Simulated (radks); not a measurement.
Values are calculated unless marked as measured or tabulated.
Ionisation of Cd46+, [He], to Cd47+, 1s1, under several functionals. Non-relativistic Kohn-Sham, spin-unpolarised, spherical densities, point nucleus; a radial shooting solver on a logarithmic mesh with Libxc functionals.

functional,E(Cd46+) (hartree),Exc (hartree),IE (eV),-e(HOMO) (eV),<r> HOMO (bohr),IE error (eV)
exchange-only r2SCAN,-2274.11512,-29.77840,30620,30268,0.03150,-831.3
HCTH/407,-2273.25629,-28.91408,30590,30231,0.03151,-861.1
BLYP,-2273.90830,-29.56693,30599,30236,0.03151,-852.4
"LDA (Slater exchange, Perdew-Zunger correlation)",-2270.17674,-25.81196,30553,30194,0.03154,-897.6
MS2 meta-GGA,-2274.16453,-29.82671,30613,30258,0.03151,-837.6

NIST Atomic Spectra Database: 31451.1 eV (theoretical). Closest: exchange-only r2SCAN. The Delta-SCF values span 66.37 eV, the total energies 3.99 hartree. The highest occupied level is 1s. Relativity is left out here, which matters for elements this heavy. Spin polarisation and multiplet splitting are left out, so open shells lie too high by an amount that depends on their filling.

Beside tabulated values, note that spin-unpolarised runs miss the spin-polarisation part of the exchange energy of open shells.
